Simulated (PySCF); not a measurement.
Stepwise substitution at one centre (Ga Br-OH). Isolated molecules, 0 K electronic values unless said otherwise. One relaxed conformer stands for each flexible species; it need not be the lowest. Strings in code marks are SMILES.

The T1 excitation (TDA) from two functionals at the same geometries (B3LYP-D3(BJ)/def2-TZVP), both in PySCF: PBE-D3(BJ)/def2-TZVP and B3LYP-D3(BJ)/def2-TZVP. B3LYP has the VWN-RPA correlation part, as in Gaussian. Excitations are Tamm–Dancoff values on a coarser integration grid. The basis has no diffuse functions, so Rydberg states are missing or too high.

```json
[
 {"species": "0 of 3 Br replaced by OH (`[Ga]([Br])([Br])[Br]`)", "PBE-D3(BJ)/def2-TZVP (eV)": "4.03"},
 {"species": "1 of 3 Br replaced by OH (`[Br][Ga]([Br])[OH]` (H–O–Ga–Br torsion 180°))", "PBE-D3(BJ)/def2-TZVP (eV)": "4.47"},
 {"species": "2 of 3 Br replaced by OH (`[OH][Ga]([OH])[Br]` (H–O–Ga–Br torsion 0°, Br–Ga–O–H torsion -180°))", "PBE-D3(BJ)/def2-TZVP (eV)": "4.86"},
 {"species": "3 of 3 Br replaced by OH (`[OH][Ga]([OH])[OH]`)", "PBE-D3(BJ)/def2-TZVP (eV)": "5.11"}
]
```

**Question.** What does B3LYP-D3(BJ)/def2-TZVP give for each?

**Answer.** 
- 0 of 3 Br replaced by OH (`[Ga]([Br])([Br])[Br]`): 4.42
- 1 of 3 Br replaced by OH (`[Br][Ga]([Br])[OH]` (H–O–Ga–Br torsion 180°)): 4.84
- 2 of 3 Br replaced by OH (`[OH][Ga]([OH])[Br]` (H–O–Ga–Br torsion 0°, Br–Ga–O–H torsion -180°)): 5.24
- 3 of 3 Br replaced by OH (`[OH][Ga]([OH])[OH]`): 5.66
Over these rows, drawn at random from the members with no instability flagged (it was tested for open shells, ions and some series alone), PBE minus B3LYP-D3(BJ): mean -0.42 eV, from -0.56 eV to -0.37 eV.
